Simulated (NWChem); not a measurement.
Molecule: Ge₂H₆O; SMILES [GeH3][O][GeH3]

```xyz
9

Ge     0.0095     1.5878    -0.0523
O     -0.8332    -0.0001    -0.0056
Ge     0.0093    -1.5878     0.0515
H     -1.1129     2.6466    -0.0991
H      0.8830     1.7589     1.2197
H      0.9067     1.6718    -1.3164
H      0.9062    -1.7544    -1.2047
H     -1.1131    -2.6473     0.0744
H      0.8832    -1.6754     1.3317
```
Atoms are numbered in this order, from 1.

Program: NWChem. All runs use the structure optimised with B3LYP/6-31G* (spherical d). GIAO values for the isolated, static molecule; σ is the absolute isotropic shielding, δ = σ(reference) − σ with the isolated reference molecule computed at the same levels (1H: tetramethylsilane, 17O: water).

**Question.** What does the run give for PBE/pcSseg-1? Quantities: σ Ge1 (ppm); δ O2 (ppm); δ H4 (rotor mean) (ppm).

**Answer.** 
```
Property                  Value
-----------------------  ------
σ Ge1 (ppm)              1329.0
δ O2 (ppm)                  3.9
δ H4 (rotor mean) (ppm)    5.56
```
